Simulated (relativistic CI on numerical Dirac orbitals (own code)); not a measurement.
# Ce³⁺: 5p photoemission

Computed with this model: Dirac-Coulomb-Breit CI, orbitals from a KLI potential per configuration, QED by a radiative potential, valence Slater integrals scaled by 0.8, multiplet model of photoemission in the sudden approximation; configurations [Xe] 4f → [Kr] 4d10 4f 5s2 5p5; 80 K; Lorentzian 0.6 eV and Gaussian 0.5 eV FWHM. Energies are those of the free ion, without screening or charge transfer. The energies are binding energies and can lie tens of eV above those of solids. S is read from ⟨S²⟩ = S(S + 1).

free ion: ground-state S = 0.50, centroid 51.07 eV. Peaks (eV, height): 49.8 (100), 53.0 (58).

Strongest unbroadened transitions for free ion:

```
Energy (eV)  Relative strength
      49.08               33.8
      49.46               34.9
      49.83              100.0
      50.04               14.2
      50.45               64.8
      50.88                0.2
      51.17               23.2
      52.99               77.7
      53.39                0.9
      53.45                1.1
      53.76               54.5
```
